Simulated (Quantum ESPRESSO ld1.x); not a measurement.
Q: The mean radii <r> (bohr) of the occupied orbitals of an atom or ion are listed with their occupations. Calculated with ld1.x of Quantum ESPRESSO 7.5: non-relativistic Kohn-Sham, LDA (Slater exchange, VWN5 correlation), spin-polarised, spherical densities, point nucleus.

| orbital | occ. | <r> |
|---|---|---|
| 1s up | 1 | 0.3806 |

Name the element and its charge. Open shells, if any, are filled with parallel spins first.

A: Z = 4, beryllium, charge +3: Be3+ in 1s1. The 1s radius gives Z: for a bare nucleus <r> = 1.5/Z, 0.375 bohr for Z = 4, and the self-interaction of the functional makes it slightly larger (0.3806 here). The occupations add up to 1, and the charge is Z minus that.
